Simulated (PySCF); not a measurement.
HO3W, doublet, at a GFN2-xTB geometry (such geometries of metal compounds can be far from the true shape) (the multiplicity is a formal guess) (core potentials on W); R2SCAN/def2-SVP in PySCF.

The PySCF input:
```python
from pyscf import gto, scf, dft

mol = gto.Mole()
mol.atom = '''
    W     0.014561   -0.017142    0.012853
    O     1.583558   -0.431956   -0.475748
    O    -0.526984   -0.811941    1.408410
    O    -0.998428    1.175441   -0.881335
    H    -1.542666    1.816169   -1.361747
'''
mol.basis = 'def2-svp'
mol.ecp = {'W': 'def2-svp'}
mol.charge = 0
mol.spin = 1
mol.verbose = 4
mol.build()

mf = dft.UKS(mol)
mf.xc = 'r2scan'
mf.grids.atom_grid = (99, 590)
mf.kernel()
```

It wrote (shortened):

```
PySCF version 2.14.0

[INPUT] verbose = 4
[INPUT] num. atoms = 5
[INPUT] num. electrons = 39
[INPUT] charge = 0
[INPUT] spin (= nelec alpha-beta = 2S) = 1
[INPUT] symmetry False subgroup None
[INPUT] Mole.unit = angstrom
[INPUT] Symbol           X                Y                Z      unit          X                Y                Z       unit  Magmom
[INPUT]  1 W      0.014561000000  -0.017142000000   0.012853000000 AA    0.027516302100  -0.032393685227   0.024288649879 Bohr   0.0
[INPUT]  2 O      1.583558000000  -0.431956000000  -0.475748000000 AA    2.992490922364  -0.816278537863  -0.899033424310 Bohr   0.0
[INPUT]  3 O     -0.526984000000  -0.811941000000   1.408410000000 AA   -0.995855432028  -1.534346119305   2.661509171099 Bohr   0.0
[INPUT]  4 O     -0.998428000000   1.175441000000  -0.881335000000 AA   -1.886755475097   2.221261565585  -1.665481773994 Bohr   0.0
[INPUT]  5 H     -1.542666000000   1.816169000000  -1.361747000000 AA   -2.915216241678   3.432062005925  -2.573328880948 Bohr   0.0

nuclear repulsion = 145.952769398974
number of shells = 33
number of NR pGTOs = 136
number of NR cGTOs = 79
basis = def2-svp
ecp = {'W': 'def2-svp'}

******** <class 'pyscf.dft.uks.UKS'> ********
method = UKS
initial guess = minao
damping factor = 0
level_shift factor = 0
DIIS = <class 'pyscf.scf.diis.CDIIS'>
diis_start_cycle = 1
diis_space = 8
diis_damp = 0
SCF conv_tol = 1e-09
SCF conv_tol_grad = None
SCF max_cycles = 50
direct_scf = True
direct_scf_tol = 1e-13
number electrons alpha = 20  beta = 19
XC library pyscf.dft.libxc version 7.1.2
    S. Lehtola, C. Steigemann, M. J. T. Oliveira, and M. A. L. Marques,  SoftwareX 7, 1–5 (2018)
XC functionals = r2scan
    J. W. Furness, A. D. Kaplan, J. Ning, J. P. Perdew, and J. Sun,  J. Phys. Chem. Lett. 11, 8208–8215 (2020)
    J. W. Furness, A. D. Kaplan, J. Ning, J. P. Perdew, and J. Sun,  J. Phys. Chem. Lett. 11, 9248–9248 (2020)
    J. W. Furness, A. D. Kaplan, J. Ning, J. P. Perdew, and J. Sun,  J. Phys. Chem. Lett. 11, 8208–8215 (2020)
    J. W. Furness, A. D. Kaplan, J. Ning, J. P. Perdew, and J. Sun,  J. Phys. Chem. Lett. 11, 9248–9248 (2020)
radial grids:
    Treutler-Ahlrichs [JCP 102, 346 (1995); DOI:10.1063/1.469408] (M4) radial grids

becke partition: Becke, JCP 88, 2547 (1988); DOI:10.1063/1.454033
pruning grids: <function nwchem_prune>
grids dens level: 3
symmetrized grids: False
atomic radii adjust function: <function treutler_atomic_radii_adjust>
User specified grid scheme (99, 590)
small_rho_cutoff = 0
Set gradient conv threshold to 3.16228e-05
tot grids = 156704
init E= -280.976313442157

cycle= 1 E= -292.62945889842  delta_E= -11.7  |g|= 1.21  |ddm|= 5.19
cycle= 2 E= -284.382737454809  delta_E= 8.25  |g|= 3.92  |ddm|= 4.07
cycle= 3 E= -292.810642887306  delta_E= -8.43  |g|= 0.963  |ddm|= 3.83
cycle= 4 E= -293.159003488962  delta_E= -0.348  |g|= 0.38  |ddm|= 0.899
cycle= 5 E= -293.211610321672  delta_E= -0.0526  |g|= 0.119  |ddm|= 0.387
cycle= 6 E= -293.218361971495  delta_E= -0.00675  |g|= 0.0175  |ddm|= 0.147
cycle= 7 E= -293.218536965946  delta_E= -0.000175  |g|= 0.00476  |ddm|= 0.0255
cycle= 8 E= -293.218552024229  delta_E= -1.51e-05  |g|= 0.00149  |ddm|= 0.00541
cycle= 9 E= -293.218555257756  delta_E= -3.23e-06  |g|= 0.000759  |ddm|= 0.00389
cycle= 10 E= -293.218555624932  delta_E= -3.67e-07  |g|= 0.00081  |ddm|= 0.00148
cycle= 11 E= -293.21855574016  delta_E= -1.15e-07  |g|= 0.000688  |ddm|= 0.000957
cycle= 12 E= -293.218555996331  delta_E= -2.56e-07  |g|= 3.19e-05  |ddm|= 0.000925
cycle= 13 E= -293.2185559972  delta_E= -8.69e-10  |g|= 1.06e-05  |ddm|= 6.46e-05
Extra cycle  E= -293.218555997104  delta_E= 9.63e-11  |g|= 2.18e-05  |ddm|= 2.55e-05
converged SCF energy = -293.218555997104  <S^2> = 0.75877576  2S+1 = 2.0087566
```
